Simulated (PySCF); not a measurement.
CH₇AlAsN.
Bonds: C1–N2 (double), N2–Al3, Al3–As4. Hydrogens: H5, H6 on C1; H7, H8 on Al3; H9, H10, H11 on As4.

Computed, not measured: PBE0-D3(BJ)/def2-SVP geometry optimisation, gas phase (PySCF 2.14.0).

**Question.** How far are the bound atoms from Al3?

**Answer.** 4 atoms: H7 1.591 Å, H8 1.591 Å, N2 1.784 Å, As4 2.717 Å. The nearest atom not counted as bound is C1, at 3.03 Å.

**Question.** List the angles at Al3.

**Answer.** 
| angle | degrees | distance of the outer atoms (Å) |
| --- | --- | --- |
| H7–Al3–H8 | 123.9 | 2.81 |
| N2–Al3–H7 | 116.4 | 2.87 |
| N2–Al3–H8 | 116.3 | 2.87 |
| As4–Al3–H7 | 98.5 | 3.34 |
| As4–Al3–H8 | 98.5 | 3.34 |
| N2–Al3–As4 | 90.9 | 3.27 |

**Question.** Describe the arrangement about Al3 in numbers.

**Answer.** Angles from 90.9° to 123.9°; τ4 = (360° − α − β)/141° = 0.85 with α and β the two widest (0 for a square, 1 for a tetrahedron).

**Question.** What are the other bond lengths?

**Answer.** C1=N2 1.246 Å; C1–H5, C1–H6 1.115 Å; As4–H9, As4–H10, As4–H11 1.515 Å.

**Question.** Give some angles away from the centre.

**Answer.** C1–N2–Al3 178.4°.

**Question.** What are the rotational constants (commonest isotopes, rigid rotor)?

**Answer.** A = 5652, B = 1518, C = 1235 MHz: an asymmetric top.

Point group: near Cs, missed by 0.12 Å at most; the miss may be what the optimiser left on a soft mode. Charge 0, singlet. Not checked by PBE0-D3(BJ)/def2-SVP frequencies.

Hardware: an Arm Neoverse V2 with one thread, no GPU, shared host. Cost: 83 s wall, 0.47 GiB resident at most. This is the geometry optimisation.
